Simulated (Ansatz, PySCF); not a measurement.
Gas-phase reaction in SMILES: O[Si](O)(O)S [thiosilicic acid] -> O[Si](O)O + [SH] (HS) (the S-Si bond at the site shown breaks; other sites are not compared here)
Geometries: B3LYP-D3(BJ)/def2-TZVP minima from Ansatz (a program for electronic structure), one conformer each, not searched for the lowest. Frequencies are from Ansatz or PySCF.

Quantity: bond dissociation energy (0 K, with B3LYP-D3(BJ) harmonic zero-point energies), in eV. Correlated levels leave the core frozen unless marked. Open shells are spin-unrestricted. No spin-orbit coupling. No relativistic terms. CBS(X,Y): correlation extrapolated as X^-3; Hartree-Fock from the larger set. The bracket is a focal-point correction in the basis named.

| level | program | bond dissociation energy (eV) |
|---|---|---|
| PBE/def2-TZVPD | Ansatz | (withheld) |
| wB97X/def2-TZVPD | Ansatz | 4.11 |
| RPA@PBE/cc-pV(Q+d)Z | Ansatz | (withheld) |
| SCS-MP2/cc-pwCVTZ | Ansatz | 4.17 |
| CCSD/cc-pwCVTZ | Ansatz | (withheld) |
| RI-MP2/CBS(aug-cc-pV(T+d)Z,aug-cc-pV(Q+d)Z)+[CCSD(T)-MP2]/aug-cc-pV(T+d)Z | Ansatz | 4.21 |

### Question
Some entries are withheld; supply them.

### Answer

- PBE/def2-TZVPD, bond dissociation energy (eV): 3.89
- RPA@PBE/cc-pV(Q+d)Z, bond dissociation energy (eV): 3.86
- CCSD/cc-pwCVTZ, bond dissociation energy (eV): 4.00
